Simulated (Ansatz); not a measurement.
Consider the formal exchange of groups at the Sn–N bond: `C#C[NH][SnH3]` + `C[C]1=[CH][AlH]1` → `[SnH3][C]1=[CH][AlH]1` + `C#CNC`.

Computed with Ansatz on PBE0-D4/def2-TZVP structures; ΔE is electronic, products minus reactants. CBS: MP2 limit from def2 TZ/QZ plus the TZ coupled-cluster correction, frozen cores. DFT in def2-TZVPP. HSE06 is defined as in plane-wave codes. def2 core potentials past Kr. For Sn outer-core shells are correlated without core-valence functions, which leaves a few kJ/mol of doubt a bond.

```tsv
level	ΔE (kcal/mol)	difference from CCSD(T)/CBS
LDA (SPW92)	12.7	0.1
B97M-V	14.5	1.9
PBE0-D4	12.7	0.1
BHLYP-D4	13.0	0.4
B2PLYP	12.8	0.2
PBE	12.5	-0.1
HSE06	12.6	0.0
CCSD(T)/def2-TZVPP	11.9	-0.7
SCS-MP2/def2-QZVPP	12.8	0.2
MP2/CBS(def2)	13.2	0.6
CCSD(T)/CBS	12.6	0
```

Largest T1 diagnostic among the species: 0.014.

At CCSD(T), def2-SVP lies −1.4 kcal/mol from the extrapolated value and def2-TZVPP −0.7 kcal/mol. Leaving LDA and LC-ωPBE aside and taking each functional with its dispersion term where it has one, the values, not all of them listed here, spread over 2.0 kcal/mol, from PBE-D4 to B97M-V.
